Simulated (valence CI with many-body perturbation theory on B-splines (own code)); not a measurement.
Sensitivity of CI+MBPT for Hf LXVI

Calculated by configuration interaction combined with many-body perturbation theory (CI+MBPT): five valence electrons over a frozen Dirac-Fock core [He], a basis of 6 s, 6 p, 5 d, 3 f, 1 g functions for each j, with the one-electron correlation potential Σ1 (screened to all orders), the two-electron term Σ2, the three-electron term Σ3, Breit, model QED; selected single and double excitations, second order for the rest, scaled by the run's own slope (own B-spline code, finite nucleus).

No measured spectrum was set against this ion. As an estimate, large intervals hold to a few tenths of a per cent, small ones and those within an open d or f shell to about a per cent. Among the levels kept, up to 1800 cm⁻¹ of a level comes from second order outside the variational space, and about a tenth of that is noise between levels of different J, which matters for small intervals.

The reference run has the lowest level (2s^2 2p1/2^2 2p3/2) J=3/2 and an ionisation energy of 15679.3 eV. Its largest variational space holds 10000 state functions.

Levels are named by their leading jj configuration (3d3/2^4 stands for four electrons in 3d with j = 3/2), which in mixed levels can hold well under half, so a name can repeat and another be missing. Letters in brackets count levels of one name in rising energy.

Changed runs:
A. hole-hole ladder in Σ2 on → off
B. scale of Σ1 1 → 1.1
C. natural orbitals for correlation on → off
D. Davidson iteration limit 60 → 3 (bad on purpose)

Excitation energies of the reference run in Ry, and shifts in cm⁻¹:

```tsv
Level	Reference	A	B	C	D
(2s^2 2p1/2 2p3/2^2) J=3/2	89.74	-61	+164	-3414	0
(2s^2 2p1/2 2p3/2^2) J=5/2	91.44	-61	+164	-1853	0
(2s^2 2p1/2 2p3/2^2) J=1/2	95.13	+36	+165	-987	0
(2s 2p1/2^2 2p3/2^2) J=5/2	114.13	-195	-109	-553	0
(2s 2p1/2^2 2p3/2^2) J=1/2	121.64	-94	-108	+3632	0
(2s 2p1/2^2 2p3/2^2) J=3/2	121.74	-195	-109	+4006	0
(2s^2 2p3/2^3) J=3/2	185.06	-26	+327	-3765	0
(2s 2p1/2 2p3/2^3) J=3/2 [a]	205.83	-210	+55	-2962	0
(2s 2p1/2 2p3/2^3) J=5/2	208.82	-210	+55	-634	+0.1
(2s 2p1/2 2p3/2^3) J=1/2	213.38	-209	+55	+1042	0
(2s 2p1/2 2p3/2^3) J=3/2 [b]	214.01	-210	+55	+2265	0
(2p1/2^2 2p3/2^3) J=3/2	240.91	-119	-214	+7915	+0.1
Ionisation energy (eV)	15679.3	-0.0001	+0.031	-1.3	0
```

Run D: The Davidson iterations stopped at their limit.
